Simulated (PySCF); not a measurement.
# How methods differ on the ionisation energy of Sb

Sb [Kr] 4d10 5s2 5p3 [5p1/2^2 5p3/2^1, M_J = 3/2] → Sb⁺ [Kr] 4d10 5s2 5p2 [5p1/2^2, M_J = 0], as a difference of total energies. Calculation: PySCF 2.14, in x2c-TZVPPall-2c; the two-component X2C-1e Hamiltonian. Correlated levels: [Ar] 3d10 frozen; the 6 highest virtual spinors dropped. "Screened" scales the spin-orbit matrix elements by Boettger's factors to mimic the two-electron term; Breit and QED terms are absent.

```
                    method  ionisation energy (eV)
           GHF (spin-free)                   8.638
          GMP2 (spin-free)                   9.086
 GHF (screened spin-orbit)                   8.789
GMP2 (screened spin-orbit)                   8.965
```

The spin-free rows relax to the high-spin LS determinant and lack the spin-orbit shift.

Errors of the correlated levels include the incompleteness of this basis and the frozen core.

The labels give the starting determinants; with spin-orbit coupling the two ends relaxed to ⟨J²⟩ = 3.75, ⟨L²⟩ = 0.06, ⟨S²⟩ = 3.71 and ⟨J²⟩ = 0.00, ⟨L²⟩ = 1.35, ⟨S²⟩ = 1.35.

**Question.** Which method comes closest to the reference value, and which is furthest?

**Answer.** The reference is 8.608 eV (measured; NIST Atomic Spectra Database, ionization energies). Closest: GHF (spin-free) (error 0.030 eV); furthest: GMP2 (spin-free) (error 0.478 eV).
